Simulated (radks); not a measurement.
The krypton ion Kr2+, 34 electrons, occupied as [Ar] 3d10 4s2 4p3 5p1 (not the ground configuration).

Calculated with a radial shooting solver on a logarithmic mesh with Libxc functionals: scalar-relativistic Kohn-Sham, exchange-only r2SCAN, spin-polarised, spherical densities, finite nucleus; open shells are filled with parallel spins first; meta-GGA in the generalised Kohn-Sham scheme; Fermi nuclear charge, rms radius 4.1884 fm.

Energy parts (eV):
total: -75834.137
kinetic: 77615.535
electron-nucleus: -181922.266
Hartree: 31036.349
exchange: -2563.754

Orbitals (lengths in bohr, moments of r in powers of bohr; <r^-3> diverges for s and p1/2):
orbital  occ.  eigenvalue (eV)  <r^-3>     <r^2>
1s up       1        -14228.68       -  0.002320
1s down     1        -14228.23       -  0.002320
2s up       1        -1912.110       -   0.03964
2s down     1        -1912.023       -   0.03963
2p up       3        -1692.141    1496   0.03136
2p down     3        -1691.803    1496   0.03136
3s up       1        -303.2799       -    0.3212
3s down     1        -302.8664       -    0.3210
3p up       3        -232.1477   222.4    0.3404
3p down     3        -231.6397   222.2    0.3394
3d up       5        -114.9155   26.86    0.3800
3d down     5        -114.2252   27.02    0.3733
4s up       1         -54.3035       -     2.466
4s down     1         -48.4617       -     2.472
4p up       3         -37.9186   24.39     3.170
4p down     0         -32.0050   24.86     3.166
4d up       0         -15.7993   1.702     7.132
5s up       0         -14.9294       -     15.98
5p up       1         -11.4633   3.559     20.94

The highest occupied level is 5p up at -11.463 eV. The configuration is held as typed, so some empty levels lie below it. The electron density at the nucleus is 5.012e+04 e/bohr^3 (large components only). The density falls to 0.001 e/bohr^3 at r = 4.73 bohr. Spin moment in Bohr magnetons: 4.
